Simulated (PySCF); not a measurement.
SnI3, SMILES [I][Sn-]([I])[I], charge -1. Geometry: B3LYP-D3(BJ)/def2-SVPD. The isomer is the one that the SMILES or the coordinates give; other isomers of the formula were not compared. The def2 effective core potentials stand for the cores of I, Sn; spin–orbit coupling is left out.

Q: Give the equilibrium geometry at B3LYP-D3(BJ)/def2-SVPD (PySCF confirms it by a frequency run) as a Z-matrix, and its point group. (The exact figures need the calculation; the answer reports its results.)

A: point group C3v.
```
Sn
I 1 2.9112
I 1 2.9112 2 99.36
I 1 2.9112 2 99.36 3 -101.21
```
Charge -1, spin multiplicity 1.
